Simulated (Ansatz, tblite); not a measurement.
Two members of one family (Same ligands, another metal), computed with Ansatz in the gas phase; def2 core potentials for Tc, W, no spin–orbit coupling. The two geometries come from different levels. HOMO and LUMO are taken over both spins. Singlets are spin-restricted. The spins of the ions were chosen, not always searched. A dash marks a value that wasn't run or was left out as unsound. The structures are stationary points that may keep the symmetry of their start. Remarks come from the PBE and PBE0 runs and from stability tests at other levels; not every state was tested. A HOMO above zero means that the electron is unbound at that level and held by the basis, or that self-interaction error raises the level; the energy of removing that electron tells which.

First: [WOF4]- (doublet, charge -1, r2SCAN-D4/def2-SVPD geometry; oxidised ion singlet).

```xyz
6

W    -0.0687   -0.0691    0.0783
O    -1.0043   -1.0194    1.1486
F     1.7903   -0.1564    0.6421
F     0.0088    1.7446    0.7744
F    -1.2527    0.7018   -1.2568
F     0.5266   -1.2014   -1.3866
```

```
               level  HOMO (eV)  vertical IE (eV)
   PBE-D4/def2-TZVPD       1.06              2.42
r2SCAN-D4/def2-TZVPD       0.61                 –
   PBE0-D4/def2-SVPD      -1.03                 –
  PBE0-D4/def2-TZVPD      -0.83              3.07
  ωB97M-V/def2-TZVPD      -3.33                 –
```

Metal–donor distances: 1 × O 1.71 Å, 4 × F 1.94 Å. Remarks: HOMO above zero at PBE or PBE0.

Second: [TcOF4]- (singlet, charge -1, PBE0-D4/def2-SVPD geometry).

```tsv
atom	x (Å)	y (Å)	z (Å)
Tc1	-0.155	0.055	0.048
O2	-1.621	0.580	0.510
F3	0.657	-0.957	1.446
F4	1.182	1.335	0.513
F5	0.232	0.639	-1.725
F6	-0.296	-1.651	-0.792
```

Problem. Estimate how these quantities change from the first to the second (second minus first).

Solution. 
| level | Δ HOMO (eV) | Δ vertical IE (eV) |
| --- | --- | --- |
| PBE-D4/def2-TZVPD | -0.60 | 0.68 |
| r2SCAN-D4/def2-TZVPD | -0.50 | – |
| PBE0-D4/def2-SVPD | -0.79 | – |
| PBE0-D4/def2-TZVPD | -0.84 | 0.77 |
| ωB97M-V/def2-TZVPD | -1.16 | – |

Metal–donor distances: 1 × O 1.62 Å, 4 × F 1.91 Å. The relaxed triplet lies at -0.08 eV (r2SCANh-D4/def2-TZVPD) to 0.26 eV (ωB97M-V/def2-TZVPD) from the singlet, so the order hangs on the level. Remarks: HOMO above zero at PBE or PBE0, HOMO above zero (triplet).
